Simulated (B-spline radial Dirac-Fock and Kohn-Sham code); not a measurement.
Calculated with a radial atomic solver, using Dirac-Fock (average of configuration) total-energy differences with a finite nucleus, the Breit interaction including its frequency dependence, and self-energy and vacuum-polarisation corrections. Free atoms and ions in their tabulated ground configurations, energies from the vacuum level.

Question: Order these levels by binding energy, lowest first.
A. Eu⁴⁺ 4p1/2
B. Sc²⁺ 2p1/2
C. Ti 2s
D. Rh⁵⁺ 3d5/2
E. Rb⁺ 3s
F. Tc⁺ 3p1/2

Answer: E (338.4 eV), A (359.8 eV), D (395.2 eV), B (432.4 eV), F (470.0 eV), C (574.1 eV).
